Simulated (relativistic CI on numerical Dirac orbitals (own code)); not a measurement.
## Se19+: q coefficients and field-shift factors

Calculated at this level of theory: Dirac-Coulomb-Breit CI, orbitals from a KLI potential per configuration, derivatives by finite differences, unscaled Slater integrals, QED left out (own radial code, finite nucleus).

CI space (outside the closed core [Ne]): 3s2 3p3, 3s 3p4, 3s2 3p2 3d, 3p5, 3s 3p3 3d, 3p4 3d, 3s2 3p 3d2, 3s2 3d3, 3s 3p 3d3, 3p3 3d2, 3p2 3d3. Double excitations out of closed p, d and f shells are left out; levels of such configurations are missing from the list, as are those of other unlisted configurations, and high levels can miss mixing partners.

With x = (α/α₀)² − 1 an excitation energy changes as ω = ω₀ + qx; K = 2q/ω₀ is the relative enhancement. Terms are leading LS components, so labels can repeat. The field-shift factor is F = δν/δ⟨r²⟩ for the transition from the lowest level.

Lowest level 3s2 3p3 4S°_3/2.

```
            Level  ω₀ (cm⁻¹)  q (cm⁻¹)       K  F (GHz/fm²)
  3s2 3p3 2D°_3/2      67465     22480   0.666       -0.163
  3s2 3p3 2D°_5/2      91065     42830   0.941        -0.21
  3s2 3p3 2P°_1/2     133899     44170    0.66       -0.872
  3s2 3p3 2P°_3/2     177757    107300    1.21        -1.37
    3s 3p4 4P_5/2     478402     65370   0.273        -57.6
    3s 3p4 4P_3/2     517526    103500     0.4        -56.7
    3s 3p4 4P_1/2     529807    109200   0.412        -57.1
    3s 3p4 2D_3/2     589572     83620   0.284        -47.2
    3s 3p4 2D_5/2     606465    112700   0.372        -50.2
3s2 3p2 3d 2P_3/2     666299     82350   0.247        -29.4
    3s 3p4 2P_1/2     677390     87930    0.26        -39.5
3s2 3p2 3d 4F_3/2     684378     17700  0.0517        -2.65
3s2 3p2 3d 4F_5/2     700616     26460  0.0755        0.456
3s2 3p2 3d 4F_7/2     728164     63210   0.174        0.977
3s2 3p2 3d 2F_5/2     728989     41450   0.114        0.963
3s2 3p2 3d 4D_1/2     733754    100500   0.274        -24.4
3s2 3p2 3d 2F_7/2     746879     57280   0.153         1.01
3s2 3p2 3d 4D_3/2     750114     65500   0.175        -2.54
3s2 3p2 3d 4F_9/2     752507     80820   0.215        0.873
3s2 3p2 3d 4D_1/2     755637    115500   0.306        -19.5
3s2 3p2 3d 4D_5/2     768659     80360   0.209      -0.0505
3s2 3p2 3d 4D_7/2     806107    108500   0.269        0.538
3s2 3p2 3d 2G_7/2     831702     96870   0.233        0.665
```

At this charge energies of transitions that change n are usually good to better than 1 %, and those within a shell (Δn = 0) to a few per cent.
